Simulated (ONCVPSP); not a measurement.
# Au: excitation energies, all-electron against ONCV

ONCVPSP 4.0.1 input, shortened (lines: element, Z, core and valence counts, functional; n l f; lmax; l rc ep ncon nbas qcut; lloc lpopt rc5 dvloc0; l nproj debl; icmod fcfact rcfact), PBE, fully relativistic:

```
  Au 79.00   10    4        4      upf
    1    0    2.00
    2    0    2.00
    2    1    6.00
    3    0    2.00
    3    1    6.00
    3    2   10.00
    4    0    2.00
    4    1    6.00
    4    2   10.00
    4    3   14.00
    5    0    2.00
    5    1    6.00
    5    2   10.00
    6    0    1.00
    2
    0    1.65    0.00    3    6    8.30
    1    1.25    0.00    4    8    7.70
    2    1.80    0.00    4    9    9.50
    4    5    1.20    0.00
    0    2    2.20
    1    2    0.50
    2    2    2.40
    0    0.00    0.00
```

Open shells are filled in proportion to 2j + 1.

In the p channel the program set the typed energies aside and used -2.034, 0.250 Ha (j = l + 1/2; the other j can differ).

Energies are relative to the spin-unpolarised reference configuration 5s2 5p6 5d10 6s1; without spin polarisation the order of configurations can differ from experiment.

```json
{"valence configuration": "5s2 5p6 5d10 6s0", "charge": "+1", "ΔE all-electron (eV)": "9.427", "error AE − PS (meV)": "-0.8"}
{"valence configuration": "5s2 5p6 5d8 6s0", "charge": "+3", "ΔE all-electron (eV)": "64.533", "error AE − PS (meV)": "-0.6"}
```

What are ΔE and the potential's error for 5s2 5p6 5d9 6s1?

ΔE = 12.154 eV all-electron; the error (AE − PS) is -1.0 meV.

What are ΔE and the potential's error for 5s2 5p6 5d9 6s0?

ΔE = 30.656 eV all-electron; the error (AE − PS) is +1.0 meV.

Levels in the configuration 5s2 5p6 5d8 6s0:

```json
{"level": "5s j=1/2", "all-electron (eV)": "-144.333", "pseudo (eV)": "-144.373"}
{"level": "5p j=3/2", "all-electron (eV)": "-91.089", "pseudo (eV)": "-91.107"}
{"level": "5p j=1/2", "all-electron (eV)": "-107.850", "pseudo (eV)": "-107.874"}
{"level": "5d j=5/2", "all-electron (eV)": "-39.869", "pseudo (eV)": "-39.874"}
{"level": "5d j=3/2", "all-electron (eV)": "-41.719", "pseudo (eV)": "-41.724"}
```
